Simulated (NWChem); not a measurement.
# BeO; SMILES [Be]=[O]

```xyz
2

Be     0.0000     0.0000    -0.8849
O      0.0000     0.0000     0.4534
```
Atoms are numbered in this order, from 1.

Computed with NWChem. Pople sets run with spherical d functions. Structure relaxed at the PBE0/def2-SVP level. Vzz is the largest principal value of the second derivative of the potential at the nucleus (NWChem prints the opposite sign); η is the asymmetry. Non-relativistic.

| level | Vzz O2 (a.u.) | η O2 |
|---|---|---|
| CAM-B3LYP/6-31G* | -0.379 | 0.00 |
| CAM-B3LYP/def2-TZVP | ___ | 0.00 |
| PBE/def2-TZVP | -0.285 | 0.00 |
| PBE/def2-SVP | -0.394 | 0.00 |

Task: What belongs in the gaps?

Result: 
- CAM-B3LYP/def2-TZVP, Vzz O2 (a.u.): -0.476
